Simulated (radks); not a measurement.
The numbers below are computed, except where a source is named.
All-electron atom: Ca12+ in 2s2 2p4 3d2 (not the ground configuration).

Level of theory: scalar-relativistic Kohn-Sham, revPBE, spin-polarised, spherical densities, finite nucleus; open shells are filled with parallel spins first; Fermi nuclear charge, rms radius 3.4776 fm (a radial shooting solver on a logarithmic mesh with Libxc functionals).

Energy parts (Ry):
total: -556.31665
kinetic: 558.55329
electron-nucleus: -1239.78227
Hartree: 155.58914
exchange-correlation: -30.67681

Orbitals (lengths in bohr, moments of r in powers of bohr; <r^-3> diverges for s and p1/2):
| orbital | occ. | eigenvalue (Ry) | <1/r> | <r^-3> |
|---|---|---|---|---|
| 2s up | 1 | -64.34167 | 4.619 | - |
| 2s down | 1 | -63.26512 | 4.604 | - |
| 2p up | 3 | -61.04345 | 4.621 | 279.6 |
| 2p down | 1 | -59.62740 | 4.590 | 274.9 |
| 3d up | 2 | -19.68347 | 1.659 | 8.882 |

The highest occupied level is 3d up at -267.81 eV. The density falls to 0.001 e/bohr^3 at r = 1.74 bohr. Spin moment in Bohr magnetons: 4. The electron density at the nucleus is 626.8 e/bohr^3 (large components only). The spin density at the nucleus is 2.621 e/bohr^3 (2s 2.621). Summed over all electrons, <r^2> = 1.801 bohr^2, which gives a Langevin (diamagnetic) susceptibility term of -1.43 x 10^-6 cm^3/mol.

Empty levels of this run are not shown, since the potential may be unsettled where no density lies.
